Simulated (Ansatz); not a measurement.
The cluster Hg6Te3Br6, relaxed as a singlet with RKS PBE-D4/def2-SVP in Ansatz, starting from the GFN1-xTB geometry. Force threshold 0.03 eV/Å.

In the def2 sets Hg, Te take a core potential; there is no spin–orbit coupling. Single mean-field runs in def2-SVP are fitted with def2-universal-jkfit. Another isomer (singlet) lies 0.26 eV lower at PBE0-D4/def2-TZVP; other spin states weren't run for this one.

Start:

Cartesian coordinates in Å:
```
Hg -1.126 -1.063 2.973
Hg 0.786 0.178 -4.319
Hg 0.708 2.903 2.271
Hg 2.235 -0.281 0.128
Hg -2.102 0.966 -0.448
Hg -1.540 -2.780 -0.997
Te 1.366 0.260 2.715
Te 0.024 -0.426 -1.764
Te -3.062 -1.291 0.833
Br -1.792 -2.041 5.129
Br 1.106 0.879 -6.661
Br 1.669 5.088 2.837
Br -1.293 -4.851 -2.313
Br 4.420 -0.823 -0.875
Br -1.399 3.281 0.492
```

Question: Estimate the energy that the relaxation releases and the steps that it takes.

Answer: 32.9 kcal/mol, in 51 steps; 3.9 min on 2 threads of AMD EPYC 7R13 on a shared host and a share (18 GiB) of an NVIDIA H100 80GB HBM3. No frequencies were taken in this run, so the end may be a saddle point.

Question: Does the start keep its bonding and symmetry?

Answer: Bonds lost: Hg1–Te7, Hg3–Br15, Hg4–Te8, Hg5–Te9, Hg6–Te8 (atoms count from 1).

Question: Predict the relaxed structure.

Answer: 
```xyz
15

Hg   -2.484   -0.293    2.577
Hg    1.107    0.812   -3.849
Hg    1.101    1.562    2.422
Hg    2.055   -1.178   -0.448
Hg   -1.552    0.963   -0.929
Hg   -1.462   -2.795    0.002
Te    0.939   -1.087    1.984
Te   -0.908   -0.702   -2.904
Te   -3.708   -1.389    0.446
Br   -1.396    0.562    4.662
Br    2.689    2.407   -4.881
Br    1.544    3.937    2.938
Br    0.547   -4.238   -0.416
Br    3.378   -1.149   -2.578
Br   -1.850    2.589    0.975
```
Bond lengths (bridged metal pairs left out): 6 × Br–Hg 2.47 to 2.52 Å; 6 × Hg–Te 2.66 to 2.69 Å.
